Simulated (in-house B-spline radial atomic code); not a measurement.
# PBE0 excitations of neutral mercury

Method: PBE0. Computed with a B-spline radial code for spherical atoms: linear response of the closed shell [Xe] 4f14 5d10 6s2 with the functional's adiabatic kernel; scalar-relativistic (spin-free one-electron X2C), finite nucleus, no spin-orbit coupling, no double excitations, S, P, D and F terms only; shells from n = 4 respond. Only terms of natural parity with L up to 3 were computed.

Spin-orbit coupling is strong here, so these LS terms don't match observed levels.

Command:
```bash
python run_td.py task.json out
```
Settings (radii: box in bohr, nucleus in fm):
```
Z                        80
electrons                80
configuration            [Xe] 4f14 5d10 6s2
hamiltonian              x2c
method                   pbe0
box_radius               75
rms_radius               5.4648
intervals                76
```

Cost of the run: 9.4 s on 1 thread of Arm Neoverse N1 (shared host).

The lowest states, in the order of their Tamm-Dancoff energies; the method's threshold (minus the highest occupied level) is 7.538 eV. Labels give the largest channel, * marks a mixed state, and oscillator strengths are full-response dipole values. Measured ¹D terms are left out, since they can mix with doubly excited terms. Semilocal kernels can invert the small singlet-triplet splittings of Rydberg terms. Energies in eV:

| state | full response | Tamm-Dancoff | oscillator strength | measured (J-weighted term) |
| --- | --- | --- | --- | --- |
| 6s → 6p 3P | ? | ? | - | - |
| 6s → 6p 1P | ? | ? | ? | - |
| 6s → 7s 3S | 6.836 | 6.839 | - | 7.731 |
| 6s → 7s 1S | 6.994 | 7.003 | - | 7.926 |

Problem. Where does 6s → 6p 1P lie?

Solution. At 6.213 eV in full response, 6.343 eV in Tamm-Dancoff, oscillator strength 1.09.

Problem. Where does 6s → 6p 3P lie?

Solution. At 4.837 eV in full response, 4.956 eV in Tamm-Dancoff.

Problem. How large is the singlet-triplet splitting of 6s → 6p (P terms) in Tamm-Dancoff?

Solution. 1.39 eV, from the unrounded values.

Problem. What polarisabilities and dispersion coefficient does the method give?

Solution. Dipole 36.74 bohr³, quadrupole 270.1 bohr⁵, C6 359.3 hartree·bohr⁶ for two such species. Recommended dipole value: 33.91 ± 0.34 bohr³ (Schwerdtfeger and Nagle, table of static dipole polarizabilities (2023 update)), which includes relativity and correlation.
